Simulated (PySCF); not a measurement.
C4H3FOSi, SMILES C#C[Si](O)(F)C#C. Atoms are numbered in the order given.

```xyz
10

C     -0.4237     2.0808     1.9182
C     -0.3674     1.1381     1.1462
Si    -0.2545    -0.2349    -0.0319
O     -0.4367    -1.6392     0.8020
F     -1.4416    -0.0775    -1.1225
C      1.3147    -0.2087    -0.9567
C      2.3754    -0.2038    -1.5608
H     -0.4770     2.9092     2.6029
H     -0.1955    -2.4537     0.3446
H      3.3093    -0.1949    -2.0955
```
Charge 0, spin multiplicity 1.

Coordinates come from a r2SCAN-D4/def2-SVP optimisation. The structure was generated by enumeration, and PubChem lists no compound with its InChIKey, so it may never have been made. One conformer was computed; it need not be the lowest.

Computed with PBE0/pcSseg-1 run with PySCF.

GIAO shieldings, no solvent; atoms alike by connectivity are averaged. δ = σ(ref) − σ: ¹³C against TMS (σ = 186.3 ppm); ²⁹Si against TMS (σ = 352.7 ppm); ¹⁷O against H2O (σ = 334.2 ppm); ¹⁹F against CFCl3 (σ = 167.2 ppm); ¹H against TMS (σ = 31.56 ppm), references at their B3LYP-D3(BJ)/def2-TZVP geometries, non-relativistic.

| nucleus | atoms | count | δ (ppm) |
|---|---|---|---|
| ¹³C | C1, C7 | 2 | 103.4 |
| ¹³C | C2, C6 | 2 | 86.2 |
| ²⁹Si | Si3 | 1 | -66.4 |
| ¹⁷O | O4 | 1 | 74.9 |
| ¹⁹F | F5 | 1 | -135.0 |
| ¹H | H9 | 1 | 2.82 |
| ¹H | H8, H10 | 2 | 2.60 |
